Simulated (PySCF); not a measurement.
# Ba⁴⁰⁺: ionisation energy

Ba⁴⁰⁺ [Ne] 3s2 3p4 (3P) → Ba⁴¹⁺ [Ne] 3s2 3p3 (4S), as a difference of total energies. All numbers are calculated (PySCF 2.14, the non-relativistic Hamiltonian (point nucleus), in an uncontracted even-tempered set (16 s from 6.9 bohr⁻², ratio 2.5; 10 p from 9 bohr⁻², ratio 2.5; 5 d from 40 bohr⁻², ratio 2.7; 4 f from 60 bohr⁻², ratio 2.7)). Correlated levels: outer shells: 1s2 frozen; virtual orbitals above 40 to 60 times the deepest correlated orbital energy dropped. The calculations carry no spin-orbit coupling.

```tsv
method	ionisation energy (eV)
UHF	2958.7
MP2 (outer shells)	2959.6
SCS-MP2 (outer shells)	2959.6
CCSD (outer shells)	2959.6
CCSD(T) (outer shells)	2959.6
```

Spin-orbit coupling is strong in these open shells (close to jj coupling). The scalar numbers leave it out and a first-order estimate fails, so it can dominate the gap to the real levels.

The gap to the reference is mostly relativistic.

For comparison: 2994 ± 4 eV (theoretical estimate listed by NIST; NIST Atomic Spectra Database, ionization energies).
